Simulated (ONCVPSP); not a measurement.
**B, ONCV: configuration errors across variants**

* Element: B
* Generator: ONCVPSP 4.0.1
* Type: optimised norm-conserving Vanderbilt (ONCV)
* Functional: BLYP
* Relativity: scalar-relativistic
* Frozen core: [He]
* Valence charge: 3
* Reference configuration: 2s2 2p0.5 (charge +0.5)
* Partial waves: 2s: rc 1.05 bohr, ncon 3, nbas 6, qcut 7.8 1/bohr, 2 projectors, debl 2.3 Ha; 2p: rc 2.15 bohr, ncon 3, nbas 7, qcut 6.3 1/bohr, 2 projectors, debl 1.8 Ha
* Local potential: polynomial inside 0.75 bohr (lpopt 5, dvloc0 2 Ha)
* Core correction: Teter function, fcfact 2.5, rcfact 1.25

All-electron excitation energies from the reference (eV): (1) 2s2 2p1 -2.857; (2) 2s2 2p0 5.316; (3) 2s1 2p0 30.666; (4) 2s0 2p3 8.741.

A true bound ghost makes a file unfit for plane-wave use even where its test errors are small: the radial tests pick states by their node count and pass the ghost by.

Errors AE − PS in meV (a dash: test not solved or not reliable):

```
                   change   (1)   (2)   (3)  (4)  bound ghosts  GHOST(+) flags above zero
                     base  +4.2   +12  +106  +41             s                       none
 s: qcut 5.5; p: qcut 4.4  +8.5   +21  +148  +24          none                       none
 s: qcut 7.9; p: qcut 6.4  +4.1   +12  +105  +43             s                       none
 s: qcut 8.8; p: qcut 7.1  +3.6   +11   +97  +54             s                       none
   s: qcut 9.9; p: qcut 8  +3.3   +10   +91  +67             s                       none
s: qcut 10.8; p: qcut 8.7  +3.2  +9.9   +87  +81             s                       none
```

**Question.** Give the same row for: s: qcut 6.1; p: qcut 4.9.

**Answer.** +6.9, +18, +136, +26; bound ghosts: none; GHOST(+) flags above zero: none.
